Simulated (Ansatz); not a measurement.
Born–Oppenheimer molecular dynamics of OSSe (3 atoms, charge 0, multiplicity 1). It starts from a relaxed structure.

The calculation used RKS PBE/def2-SVP in Ansatz.

- ensemble: NVE (velocity Verlet)
- time step: 2 fs
- steps asked: 250
- starting velocities drawn for: 300 K
- seed: 74617

First frame:

```xyz
3
Properties=species:S:1:pos:R:3
O -0.291 0.919 -0.055
S 1.028 -0.049 0.557
Se -0.738 -0.870 -0.503
```

Task: How far do the bonds stretch over the last three quarters of this one trajectory? (Pairs bonded in most of those frames.)

Result: 
| bond | mean (Å) | spread (Å) | shortest | longest |
| --- | --- | --- | --- | --- |
| O1–S2 | 1.749 | 0.021 | 1.71 | 1.79 |
| O1–Se3 | 1.900 | 0.039 | 1.84 | 1.96 |
| S2–Se3 | 2.217 | 0.024 | 2.18 | 2.26 |

Mean temperature of the second half: 150 K. The conserved energy stayed within 0.12 meV per atom of its start (net change 0.094 meV per atom), so the integration is sound. The temperature averaged 0.50 of the 300 K drawn at the start: a run that starts near a minimum puts about half its kinetic energy into the potential. A run of 0.5 ps of so small a system gives no equilibrium averages.

The run took 8.2 min on 1 CPU thread of a shared host.
